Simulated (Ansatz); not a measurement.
Consider the formal exchange of groups at a C–C bond: `C#CCCl` + `FC[SiH2]F` → `FC[SiH](F)CCl` + `C#C`.

Calculated with Ansatz (gas phase, PBE0-D4/def2-TZVP geometries, no zero-point term in ΔE). CCSD(T)/CBS adds triple-zeta CCSD(T) − MP2 to the extrapolated MP2 energy (def2 sets, frozen cores). This one scheme is used for every species. DFT in def2-TZVPP. Each species was taken in one conformer, which may not be the lowest.

| level | ΔE (kJ/mol) |
| --- | --- |
| r2SCANh-D4 | -30.1 |
| LC-ωPBE | -28.5 |
| RPA@PBE/def2-TZVPP | -31.3 |
| MP2/def2-QZVPP | -31.3 |

Problem. What does CCSD(T)/CBS give? (An estimate is asked.)

Solution. Computed: -34.4 kJ/mol. The listed levels differ from it by 4.3, 5.9, 3.1, 3.1 kJ/mol.

Largest T1 diagnostic among the species: 0.013.

The D4 term adds −6.6 kJ/mol with B3LYP and −3.8 kJ/mol with PBE0; it sums over pairs of atoms, weighted by their polarisabilities, and B3LYP, whose exchange is more repulsive, gets the larger term. At CCSD(T), def2-SVP lies +11.2 kJ/mol from the extrapolated value and def2-TZVPP +2.0 kJ/mol.

B3LYP here is the variant with VWN-RPA as its local correlation; programs differ in this.
